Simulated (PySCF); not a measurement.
**Working out the electron affinity of I**

I⁻ [Xe] (1S) → I [Kr] 4d10 5s2 5p5 (2P). All numbers are calculated (PySCF 2.14, scalar relativity through the core potential, in aug-cc-pVDZ-PP with ECP28MDF). Frozen: 4s2 4p6 4d10. Energies in hartree (1 hartree = 27.21139 eV):

```tsv
part	I⁻ (lower)	I (upper)
UHF	-294.741825	-294.653725
CCSD correlation	-0.119693	-0.095350
(T)	-0.002736	-0.001512
```

Task: What does Hartree-Fock give?

Result: (-294.653725) − (-294.741825) = 0.088100 hartree = 2.397 eV.

Task: What do CCSD and CCSD(T) give?

Result: The CCSD correlation energies differ by 0.024343 hartree = 0.662 eV and the triples by 0.001224 hartree = 0.033 eV, so CCSD gives 3.059 eV and CCSD(T) 3.092 eV.

Reference: 3.059 eV (measured; photodetachment measurements, as compiled on the Wikipedia data page of electron affinities), between the lowest levels; spin-orbit coupling is absent from the calculation.

A double-zeta basis recovers only part of the correlation energy.

What remains against the reference includes basis incompleteness, the frozen core and higher excitations.
